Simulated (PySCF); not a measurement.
Gas-phase reaction: 4 GaH(CH₃)₂ + C₄H₈ (isobutene) ⇌ 4 Ga(CH₃)₃

Method: PySCF energies plus ideal-gas RRHO corrections (1 bar). † marks an energy on the PBE0/def2-TZVP geometry and frequencies; other levels use their own. All species are closed-shell singlets. Ga: all electrons, no relativistic terms. Methyl groups turn as free rotors in GaH(CH₃)₂, Ga(CH₃)₃. GaH(CH₃)₂: computed as isolated molecules; such fragments, hydroxides, amides, oligomers or adducts are transient or little studied in the gas. The harmonic model lacks anharmonicity and excited electronic states, which grow with temperature; levels with a mode under 35 cm⁻¹ are left out. Internal rotation in C₄H₈ (isobutene) is treated as a harmonic vibration of one conformer, which makes the entropy rough.

```
level               ΔE electronic, kJ  ΔH°(298 K), kJ  ΔS°(298 K), J/K  ΔG°(800 K), kJ
------------------  -----------------  --------------  ---------------  --------------
PBE/def2-SVP                     -190            -168             -142             -56
PBE0/def2-SVP†                   -199            -178             -144             -65
PBE0/def2-TZVP                   -212            -191             -144             -77
r2SCAN/def2-TZVP†                -215            -194             -144             -80
ωB97X-V/def2-TZVP†               -211            -189             -144             -76
```
ΔH° is lowest at r2SCAN/def2-TZVP† and highest at PBE/def2-SVP. No reference value is set beside these.
